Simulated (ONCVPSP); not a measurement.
## strontium ONCV: all-electron and pseudo phase curves

- Element: strontium (Sr)
- Generator: ONCVPSP 4.0.1
- Type: optimised norm-conserving Vanderbilt (ONCV)
- Functional: PBEsol
- Relativity: scalar-relativistic
- Frozen core: [Ar] 3d10
- Valence charge: 10
- Reference configuration: 4s2 4p6 5s1 5p1
- Partial waves: 4s+5s: rc 2.20 bohr, ncon 4, nbas 9, qcut 6.4 1/bohr, 2 projectors; 4p+5p: rc 3.00 bohr, ncon 3, nbas 8, qcut 4 1/bohr, 2 projectors; d scattering state at 0.4 Ha: rc 2.35 bohr, ncon 3, nbas 6, qcut 3.5 1/bohr, 2 projectors, debl 3.2 Ha
- Local potential: polynomial inside 1.95 bohr (lpopt 5, dvloc0 -1 Ha)
- Core correction: none

In the d channel the program set the typed energies aside and used 0.050, 3.250 Ha.

The phase is arctan(r·R′/R) of the radial function R(r), unwrapped; energies in Ha, scanned from -3 to 5 Ha. A pole is an energy at which the radial function vanishes at the test radius. The pseudo phase is shifted by a multiple of π to meet the all-electron one at the reference energy, and phase errors are pseudo minus all-electron; the curves can meet again beyond the range given. Levels narrower than the energy grid can be missing from the lists of poles.

Problem. For each channel, where are the poles, and over which energies does the pseudopotential scatter like the atom?

Solution.

```tsv
channel	radius (bohr)	reference energy (Ha)	poles, all-electron	poles, pseudo	unbroken range about the reference energy with phases within 0.05 rad	phase error 1 Ha above the reference energy (rad)
s	2.23	-0.15	-1.31, 3.53	-1.31, 3.39	below 4.4	-0.003
p	3.05	-0.07	-0.83, 1.54	-0.83, 1.56, 4.18	below 2.8	+0.002
d	2.39	0.05	0.69, 4.66	0.70, 4.77	below 1.9	+0.007
```

Phases in the s channel:

| E (Ha) | all-electron | pseudo |
| --- | --- | --- |
| -2.98 | 1.261 | 1.261 |
| -2.76 | 1.225 | 1.225 |
| -2.54 | 1.171 | 1.171 |
| -2.32 | 1.080 | 1.080 |
| -2.10 | 0.880 | 0.880 |
| -1.88 | 0.195 | 0.195 |
| -1.66 | -1.067 | -1.067 |
| -1.44 | -1.472 | -1.472 |
| -1.22 | -1.624 | -1.624 |
| -1.00 | -1.715 | -1.715 |
| -0.78 | -1.787 | -1.787 |
| -0.56 | -1.858 | -1.858 |
| -0.34 | -1.941 | -1.941 |
| -0.12 | -2.051 | -2.051 |
| 0.10 | -2.217 | -2.217 |
| 0.32 | -2.496 | -2.497 |
| 0.54 | -2.969 | -2.970 |
| 0.76 | -3.547 | -3.550 |
| 0.98 | -3.965 | -3.967 |
| 1.20 | -4.204 | -4.206 |
| 1.42 | -4.345 | -4.348 |
| 1.64 | -4.437 | -4.440 |
| 1.86 | -4.501 | -4.504 |
| 2.08 | -4.548 | -4.552 |
| 2.30 | -4.585 | -4.590 |
| 2.52 | -4.616 | -4.621 |
| 2.74 | -4.641 | -4.647 |
| 2.96 | -4.663 | -4.671 |
| 3.18 | -4.683 | -4.692 |
| 3.40 | -4.702 | -4.713 |
| 3.62 | -4.719 | -4.734 |
| 3.84 | -4.736 | -4.756 |
| 4.06 | -4.753 | -4.780 |
| 4.28 | -4.771 | -4.811 |
| 4.50 | -4.790 | -4.851 |
| 4.72 | -4.810 | -4.915 |
| 4.94 | -4.834 | -5.045 |
